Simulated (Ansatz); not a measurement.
Reaction (ligand exchange at a B–C bond): `N=C(F)B(F)Cl` + `N=C=O` → `O=C=NB(F)Cl` + `N=CF`

Calculated with Ansatz (gas phase, PBE0-D4/def2-TZVP geometries, no zero-point term in ΔE). CBS: MP2 limit from def2 TZ/QZ plus the TZ coupled-cluster correction, frozen cores. This one scheme is used for every species. Functionals use def2-TZVPP. HSE06 is defined as in plane-wave codes. Each species was taken in one conformer, which may not be the lowest.

Problem. Is it downhill or uphill in electronic energy at CCSD(T)/CBS, and by how much? (An estimate is asked.)

Solution. Ansatz gave: Downhill: ΔE = -23.2 kcal/mol.

Problem. What do these levels give: B97M-V, HSE06-D4, ωB97X-V, PBE, r2SCANh, HSE06, LC-ωPBE, MP2/def2-SVP, CCSD/def2-SVP, HF/def2-QZVPP, MP2/def2-QZVPP, MP2/CBS(def2)? (An estimate is asked.)

Solution. Computed: B97M-V -23.9, HSE06-D4 -23.7, ωB97X-V -23.1, PBE -22.2, r2SCANh -23.8, HSE06 -23.8, LC-ωPBE -23.7, MP2/def2-SVP -25.5, CCSD/def2-SVP -24.7, HF/def2-QZVPP -27.9, MP2/def2-QZVPP -24.7, MP2/CBS(def2) -24.6 kcal/mol.

Largest T1 diagnostic among the species: 0.018.

In def2-TZVPP, CCSD(T) changes the Hartree–Fock value by +4.4 kcal/mol (the triples alone add +0.6 kcal/mol) and MP2 by +3.0 kcal/mol. From r2SCAN to r2SCAN0 (25 % exact exchange), in def2-TZVPP and without D4, ΔE moves by −1.3 kcal/mol. At CCSD(T), def2-SVP lies −0.9 kcal/mol from the extrapolated value and def2-TZVPP −0.1 kcal/mol.
